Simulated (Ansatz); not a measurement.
Basis-set extrapolation for C2H4BN, SMILES `B1C=NC1` (PBE0-D4/def2-TZVP geometry, frozen core, the Gaussian-basis code of Ansatz). Multiplicity 1, RHF reference.

```json
{"": "HF", "def2-TZVPP": "-157.172378", "def2-QZVPP": "-157.179455"}
{"": "MP2 correlation", "def2-TZVPP": "-0.620249", "def2-QZVPP": "-0.660284"}
{"": "CCSD(T) correlation", "def2-TZVPP": "-0.676159", "def2-QZVPP": "not run"}
```

Energies in hartree. Use E(X) = E(∞) + A·exp(−7.88·√X) for Hartree–Fock and E(X) = E(∞) + B·X^(−2.97) for correlation, with X = 3 and 4, and add CCSD(T) minus MP2 of the smaller set to the MP2 limit.

Q: What is the CCSD(T) energy at the basis-set limit?

A: HF limit: -157.179455 + (-0.007077) × 0.13774 = -157.18043. MP2 limit: -0.660284 + (-0.040035) × 0.74074 = -0.68994. Higher-order term: -0.676159 − (-0.620249) = -0.05591. Total: -157.92628 hartree, 48.8 kcal/mol below CCSD(T)/def2-TZVPP.
